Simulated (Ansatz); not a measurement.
`C=C[SiH2][SiH2]O` + `C=N` → `C=C[SiH2]C=N` + silanol  (formal exchange of groups at the Si–Si bond)

Isolated molecules relaxed with PBE0-D4/def2-TZVP in Ansatz; ΔE leaves out vibrations. CBS: MP2 limit from def2 TZ/QZ plus the TZ coupled-cluster correction, frozen cores. This one scheme is used for every species. DFT in def2-TZVPP. B3LYP here is the variant with VWN-RPA as its local correlation; programs differ in this. One conformer a species, not always the lowest.

`C=C[SiH2][SiH2]O`:

Z-matrix (Å, degrees):
```
Si
C 1 1.861
Si 1 2.342 2 110.4
H 1 1.490 2 110.8 3 120.6
H 1 1.491 2 109.1 3 -119.8
C 2 1.330 1 123.6 3 115.1
H 2 1.089 1 118.1 3 -63.0
O 3 1.657 1 106.1 2 55.9
H 3 1.494 1 111.6 2 177.0
H 3 1.494 1 110.8 2 -64.5
H 6 1.087 2 121.8 1 1.6
H 6 1.087 2 122.1 1 -178.4
H 8 0.958 3 117.6 1 -178.8
```

`C=N`:

Cartesian coordinates in Å:
```
C 0.175 -0.144 -0.318
N -0.759 -0.111 0.528
H 1.050 0.516 -0.311
H 0.128 -0.876 -1.126
H -0.594 0.615 1.227
```

`C=C[SiH2]C=N`:

Z-matrix (Å, degrees):
```
Si
C 1 1.852
C 1 1.891 2 111.0
H 1 1.489 2 110.0 3 -121.0
H 1 1.491 2 112.2 3 119.0
C 2 1.330 1 122.7 3 127.4
H 2 1.088 1 118.6 3 -51.9
N 3 1.270 1 119.4 2 7.4
H 3 1.102 1 118.7 2 -173.7
H 6 1.087 2 121.8 1 -0.1
H 6 1.087 2 122.1 1 -179.8
H 8 1.023 3 111.6 1 179.0
```

`O[SiH3]`:

```xyz
6

O     0.286    1.096    0.600
Si   -0.014   -0.393   -0.039
H     0.020    1.862    0.092
H    -1.470   -0.613   -0.261
H     0.497   -1.370    0.950
H     0.681   -0.582   -1.342
```

CCSD(T)/CBS gives +0.05 eV.

Task: Another level gave +0.07 eV. Which?
A. SCS-MP2/def2-TZVPP
B. PBE0-D4/def2-TZVPP
C. B3LYP-D4/def2-TZVPP
D. B2PLYP/def2-TZVPP

Result: C. B3LYP-D4 0.07, B2PLYP 0.03, PBE0-D4 0.16, SCS-MP2/def2-TZVPP -0.02 eV.

Largest T1 diagnostic among the species: 0.012.
